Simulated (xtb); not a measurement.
C6H8N (SMILES [NH3+]c1ccccc1), charge +1, singlet, from a rough starting geometry; GFN2-xTB run with xtb.

The xtb input:
```
$ xtb mol.xyz --gfn 2 --chrg 1 --opt vtight --json

# file mol.xyz
15

N     -2.18943538    -0.11305263     0.28926424
C     -0.70120689     0.03091442     0.07214660
C     -0.00311216    -1.12578314    -0.45552153
C      1.39175448    -1.03808970    -0.63651525
C      2.04558899     0.09156829    -0.24414407
C      1.31121503     1.14031283     0.36754172
C     -0.05503956     1.09008700     0.47507875
H     -2.72316908     0.24655571    -0.63554818
H     -2.44721039    -1.08477432     0.38452572
H     -2.43090267     0.45867068     1.04718280
H     -0.54875808    -1.97407521    -0.75386655
H      1.81139486    -1.82471096    -1.10589038
H      3.11347612     0.22634761    -0.37038537
H      1.86997591     2.05408614     0.59120924
H     -0.50852293     1.95025899     0.90727785
```

What the program printed (banner, timings and long lists left out):

```
   ID    Z sym.   atoms
    1    7 N      1
    2    6 C      2-7
    3    1 H      8-15

           -------------------------------------------------
          |                Calculation Setup                |
           -------------------------------------------------

           -------------------------------------------------
          |                 G F N 2 - x T B                 |
           -------------------------------------------------

          ...................................................
          :                      SETUP                      :
          :.................................................:
          :  # basis functions                  36          :
          :  # atomic orbitals                  36          :
          :  # shells                           22          :
          :  # electrons                        36          :
          :  max. iterations                   250          :
          :  Hamiltonian                  GFN2-xTB          :
          :  restarted?                      false          :
          :  GBSA solvation                  false          :
          :  PC potential                    false          :
          :  electronic temp.          300.0000000     K    :
          :  accuracy                    1.0000000          :
          :  -> integral cutoff          0.2500000E+02      :
          :  -> integral neglect         0.1000000E-07      :
          :  -> SCF convergence          0.1000000E-05 Eh   :
          :  -> wf. convergence          0.1000000E-03 e    :
          :  Broyden damping             0.4000000          :
          :  net charge                          1          :
          :  unpaired electrons                  0          :
          ...................................................

 iter      E             dE          RMSdq      gap      omega  full diag
   1    -19.6344257 -0.196344E+02  0.460E+00    4.22       0.0  T
   2    -19.7418753 -0.107450E+00  0.279E+00    4.29       1.0  T
   3    -19.7445141 -0.263873E-02  0.152E+00    4.28       1.0  T
   4    -19.7416139  0.290020E-02  0.729E-01    4.26       1.0  T
   5    -19.7468256 -0.521178E-02  0.133E-01    4.25       1.0  T
   6    -19.7468359 -0.102835E-04  0.788E-02    4.26       1.0  T
   7    -19.7468906 -0.547035E-04  0.220E-02    4.25       1.2  T
   8    -19.7468921 -0.152156E-05  0.103E-02    4.26       2.5  T
   9    -19.7468931 -0.994998E-06  0.365E-03    4.26       7.1  T
[...]
         :: total energy             -19.364968059134 Eh    ::
 * total energy  :   -19.3649681 Eh     change       -0.1318732E-09 Eh
 * total energy  :   -19.3870809 Eh     change       -0.2211287E-01 Eh
 * total energy  :   -19.3903052 Eh     change       -0.3224251E-02 Eh
 * total energy  :   -19.3905853 Eh     change       -0.2800873E-03 Eh
 * total energy  :   -19.3907105 Eh     change       -0.1252181E-03 Eh
 * total energy  :   -19.3907207 Eh     change       -0.1020275E-04 Eh
 * total energy  :   -19.3907226 Eh     change       -0.1927549E-05 Eh
 * total energy  :   -19.3907230 Eh     change       -0.3940518E-06 Eh
 * total energy  :   -19.3907230 Eh     change       -0.1873437E-07 Eh
   *** GEOMETRY OPTIMIZATION CONVERGED AFTER 9 ITERATIONS ***
         :: total energy             -19.390723024426 Eh    ::
[...]

 ---------------------------------------------------------------------------
     #   Z sym  total        # sym  WBO       # sym  WBO       # sym  WBO
 ---------------------------------------------------------------------------
     1   7 N    3.672 --     9 H    0.909    10 H    0.909     8 H    0.907
                             2 C    0.898
     2   6 C    3.882 --     7 C    1.418     3 C    1.418     1 N    0.898
                             5 C    0.105
     3   6 C    3.988 --     4 C    1.433     2 C    1.418    11 H    0.963
                             6 C    0.110
     4   6 C    3.986 --     5 C    1.440     3 C    1.433    12 H    0.965
                             7 C    0.110
     5   6 C    3.984 --     6 C    1.440     4 C    1.440    13 H    0.965
                             2 C    0.105
     6   6 C    3.986 --     5 C    1.440     7 C    1.433    14 H    0.965
                             3 C    0.110
     7   6 C    3.988 --     6 C    1.433     2 C    1.418    15 H    0.963
                             4 C    0.110
     8   1 H    0.927 --     1 N    0.907
     9   1 H    0.926 --     1 N    0.909
    10   1 H    0.926 --     1 N    0.909
    11   1 H    0.996 --     3 C    0.963
    12   1 H    0.993 --     4 C    0.965
    13   1 H    0.992 --     5 C    0.965
    14   1 H    0.993 --     6 C    0.965
    15   1 H    0.996 --     7 C    0.963
 ---------------------------------------------------------------------------

Topologies differ in total number of bonds
Writing topology from bond orders to xtbtopo.mol

molecular dipole:
                 x           y           z       tot (Debye)
 q only:       -2.539      -0.115       0.287
   full:       -2.880      -0.130       0.320       7.374
molecular quadrupole (traceless):
                xx          xy          yy          xz          yz          zz
 q only:       17.591       1.496      -6.691      -3.491       2.252     -10.900
  q+dip:       19.516       1.777      -5.756      -4.145       4.281     -13.761
   full:       18.747       1.600      -6.832      -3.736       2.720     -11.916

optimized geometry written to: xtbopt.xyz

           -------------------------------------------------
          | TOTAL ENERGY              -19.390723024426 Eh   |
          | GRADIENT NORM               0.000057839863 Eh/α |
          | HOMO-LUMO GAP               4.776349349611 eV   |
           -------------------------------------------------

normal termination of xtb
```
